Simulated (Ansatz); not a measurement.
Species: CH5GeN, charge 0, singlet. CH5GeN (SMILES [CH3][Ge][NH2]).
B3LYP-D3(BJ)/def2-TZVP minimum from Ansatz (a program for electronic structure):
```
C
H 1 1.0911
H 1 1.0921 2 109.09
H 1 1.0950 2 107.49 3 117.19
Ge 1 2.0186 2 111.00 4 118.29
N 5 1.8322 1 95.73 2 153.96
H 6 1.0083 5 122.23 1 178.14
H 6 1.0102 7 112.31 5 179.39
```
Charge 0, spin multiplicity 1.

Total energies in cc-pVDZ, 18 correlated electrons, 16 frozen orbitals. UHF or UKS for unpaired electrons; spin-orbit terms are left out. Cores are frozen in correlated methods (noble-gas shells, and filled d and f shells in the p block). No relativity.

```tsv
method	program	energy (Eh)	minus CCSDT(Q) (mEh)
HF	Ansatz	-2170.56505	457.21
MP2	Ansatz	-2170.96818	54.09
CCSD	Ansatz	-2171.00703	15.24
CCSD(T)	Ansatz	-2171.02015	2.12
CCSDT(Q)	Ansatz	-2171.02227	0.00
```

Rough core times of Ansatz's runs on a shared machine: CCSD(T) under 20 s, CCSDT(Q) 6 min.
